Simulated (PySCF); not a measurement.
## Electronic absorption of C2H7BF2GeO

C2H7BF2GeO.
InChI=1S/C2H7BF2GeO/c1-7-2-6-3(4)5/h2,6H2,1H3

Theory: TDDFT PBE0/def2-SVPD, vertical, gas phase, core orbitals frozen in the response in PySCF 2.14.0, density-fitted response routines. The structure is a single PBE0-D3(BJ)/def2-SVP conformer in the gas phase; no vibrational or solvent corrections. The PBE0/def2-SVPD calculation is non-relativistic and has no spin–orbit coupling, an omission that weighs most on germanium. Torsions of this conformer, `[CH3:1][O:2][CH2:3][GeH2:4][B:5]([F:6])[F:7]`: C1–O2–C3–Ge4 179°, O2–C3–Ge4–B5 -40°, C3–Ge4–B5–F6 116°.

```json
{"state": "S1", "E (eV)": "5.98", "E (kJ/mol)": "577", "λ (nm)": "207.2", "f": "0.0044", "|μ| (D)": "0.44", "main configurations (H = HOMO, L = LUMO)": "H→L (99%)"}
{"state": "S2", "E (eV)": "6.47", "E (kJ/mol)": "624", "λ (nm)": "191.7", "f": "0.080", "|μ| (D)": "1.81", "main configurations (H = HOMO, L = LUMO)": "H-1→L (93%)"}
{"state": "S3", "E (eV)": "6.81", "E (kJ/mol)": "657", "λ (nm)": "182.1", "f": "0.0096", "|μ| (D)": "0.61", "main configurations (H = HOMO, L = LUMO)": "H-2→L (93%)"}
{"state": "S4", "E (eV)": "7.17", "E (kJ/mol)": "692", "λ (nm)": "173.0", "f": "0.022", "|μ| (D)": "0.90", "main configurations (H = HOMO, L = LUMO)": "H→L+1 (86%), H→L+2 (9%)"}
{"state": "S5", "E (eV)": "7.55", "E (kJ/mol)": "729", "λ (nm)": "164.2", "f": "0.016", "|μ| (D)": "0.75", "main configurations (H = HOMO, L = LUMO)": "H-3→L (89%)"}
{"state": "S6", "E (eV)": "7.60", "E (kJ/mol)": "733", "λ (nm)": "163.2", "f": "0.017", "|μ| (D)": "0.77", "main configurations (H = HOMO, L = LUMO)": "H→L+2 (84%)"}
{"state": "S7", "E (eV)": "7.69", "E (kJ/mol)": "742", "λ (nm)": "161.2", "f": "0.0044", "|μ| (D)": "0.39", "main configurations (H = HOMO, L = LUMO)": "H→L+3 (60%), H-1→L+1 (30%)"}
{"state": "S8", "E (eV)": "7.71", "E (kJ/mol)": "744", "λ (nm)": "160.8", "f": "0.018", "|μ| (D)": "0.79", "main configurations (H = HOMO, L = LUMO)": "H-1→L+1 (63%), H→L+3 (26%)"}
{"state": "S9", "E (eV)": "8.05", "E (kJ/mol)": "776", "λ (nm)": "154.1", "f": "0.109", "|μ| (D)": "1.89", "main configurations (H = HOMO, L = LUMO)": "H-1→L+2 (68%), H-2→L+1 (18%)"}
{"state": "S10", "E (eV)": "8.14", "E (kJ/mol)": "786", "λ (nm)": "152.3", "f": "0.0044", "|μ| (D)": "0.38", "main configurations (H = HOMO, L = LUMO)": "H→L+4 (76%)"}
```

Triplets (Tamm–Dancoff): T1 5.24 eV, H-1→L (66%), H-2→L (30%); T2 5.89 eV, H→L (98%); T3 6.34 eV, H-2→L (63%), H-1→L (31%); T4 7.03 eV, H→L+1 (76%), H→L+2 (14%).

The lowest singlet lies at 5.98 eV (207 nm, ultraviolet) and is very weak; its leading configuration is HOMO→LUMO (99%). The strongest level in the table is S9 at 8.05 eV (154 nm, f = 0.109). Löwdin shares by element: HOMO oxygen 58%, carbon 21%, hydrogen 5% or more (atoms not listed hold the other 16%); LUMO boron 36%, fluorine 25%, germanium 20% (atoms not listed hold the other 19%). Of the 10 states listed, 6 reach f = 0.01 and none stays under 0.0005. Orbital energies (eV): HOMO-3 -9.54, HOMO-2 -8.89, HOMO-1 -8.41, HOMO -7.88, LUMO -0.73, LUMO+1 0.39, LUMO+2 0.75. Weighted by f, the mean energy of these states is 7.38 eV. No computed singlet lies in the visible range (380 to 750 nm); the lowest, at 207 nm, stands 2.72 eV above its violet end (3.26 eV). The vertical ionisation energy (ΔSCF) is 10.00 eV, 1.86 eV above S10. The window holds the lowest 10 singlets.
